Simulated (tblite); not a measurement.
Isomers of C3H11PSi. All values are computed: GFN2-xTB (tblite) harmonic vibrations without scaling, gas phase. This tight-binding method is rough: wavenumbers can miss measured ones by several per cent, in bad cases by 10 to 20. Modes of hydrogen on phosphorus and silicon can be 10 to 20 % off. One conformer each.

Electronic energies: GFN2-xTB at the same geometries; isomer energies are rough at this level and their order can be wrong.

```csv
SMILES,"electronic energy, lowest = 0 (kJ/mol)"
CP(C)C[SiH3],2.5
C[Si](C)(C)P,33.7
C[SiH2]P(C)C,0.0
```

Task: How do GFN2-xTB zero-point energies change the relative energies?

Result: 
| SMILES | ZPE (kJ/mol) | of it from modes above 1550 cm⁻¹ | electronic (kJ/mol) | with ZPE, lowest = 0 (kJ/mol) | lowest mode (cm⁻¹) | rings |
| --- | --- | --- | --- | --- | --- | --- |
| C[SiH2]P(C)C | 334.2 | 188.4 | 0.0 | 4.4 | 35 | 0 |
| CP(C)C[SiH3] | 327.3 | 183.4 | 2.5 | 0.0 | 46 | 0 |
| C[Si](C)(C)P | 335.7 | 191.6 | 33.7 | 39.6 | 65 | 0 |

The zero-point energies span 8.4 kJ/mol, from `CP(C)C[SiH3]` to `C[Si](C)(C)P`. With it `CP(C)C[SiH3]` becomes the lowest.

Task: What do entropy and thermal enthalpy add at 298.15 K and 1 bar (rigid rotor, harmonic oscillator, one conformer each)?

Result: 
| SMILES | point group | symmetry number | S (J/(mol K)) | H − H(0) (kJ/mol) | ZPE + H − H(0) − TS (kJ/mol) |
| --- | --- | --- | --- | --- | --- |
| C[SiH2]P(C)C | C1 | 1 | 396.6 | 27.63 | 243.6 |
| CP(C)C[SiH3] | C1 | 1 | 385.8 | 26.49 | 238.7 |
| C[Si](C)(C)P | Cs | 1 | 414.8 | 29.72 | 241.8 |
